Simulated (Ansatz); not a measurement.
`C[CH](C)[Zn][F]` + HBr → `[F][Zn][Br]` + propane  (ligand exchange at a Zn–C bond)

Calculated with Ansatz (gas phase, PBE0-D4/def2-TZVP geometries, no zero-point term in ΔE). CBS: MP2 limit from def2 TZ/QZ plus the TZ coupled-cluster correction, frozen cores. DFT in def2-TZVPP. For Br, Zn outer-core shells are correlated without core-valence functions, which leaves a few kJ/mol of doubt a bond. Scalar relativity is left out up to krypton. One conformer a species, not always the lowest.

`C[CH](C)[Zn][F]`:

```xyz
12

C    -0.501   -1.018   -0.809
C    -0.249    0.322   -0.126
C    -0.094    0.155    1.382
Zn    1.253    1.270   -0.912
F     2.612    2.130   -1.625
H    -0.680   -0.916   -1.882
H     0.340   -1.706   -0.680
H    -1.382   -1.508   -0.375
H    -1.113    0.971   -0.313
H     0.021    1.109    1.901
H     0.770   -0.466    1.637
H    -0.978   -0.342    1.803
```

HBr:

Cartesian coordinates in Å:
```
Br -0.556 -0.018 -0.441
H 0.556 0.018 0.441
```

`[F][Zn][Br]`:

```xyz
3

F    -1.425    0.598    1.103
Zn   -0.117    0.049    0.091
Br    1.542   -0.647   -1.193
```

`CCC`:

Cartesian coordinates in Å:
```
C 1.267 -0.208 0.061
C -0.022 0.588 0.176
C -1.250 -0.227 -0.191
H 1.414 -0.573 -0.960
H 1.249 -1.081 0.720
H 2.138 0.393 0.329
H -0.127 0.968 1.198
H 0.036 1.472 -0.469
H -2.167 0.361 -0.103
H -1.351 -1.100 0.460
H -1.186 -0.593 -1.220
```

| level | ΔE (eV) |
| --- | --- |
| BLYP | -1.57 |
| r2SCAN0 | -1.80 |
| LC-ωPBE | -1.72 |
| SCS-MP2/def2-TZVPP | -1.68 |

(1) What does CCSD(T)/CBS give? (Estimate.)

Largest T1 diagnostic among the species: 0.014.

Answers

(1) The calculation gave: -1.77 eV. The listed levels differ from it by 0.20, -0.03, 0.05, 0.09 eV.

Leaving LDA and LC-ωPBE aside and taking each functional with its dispersion term where it has one, the values, not all of them listed here, spread over 0.36 eV, from BHLYP-D4 to revPBE-D4. LDA lies +0.13 eV from PBE without D4. The D4 term adds +0.05 eV with B3LYP and +0.03 eV with PBE0; it sums over pairs of atoms, weighted by their polarisabilities, and B3LYP, whose exchange is more repulsive, gets the larger term.

B3LYP here is the variant with VWN-RPA as its local correlation; programs differ in this.
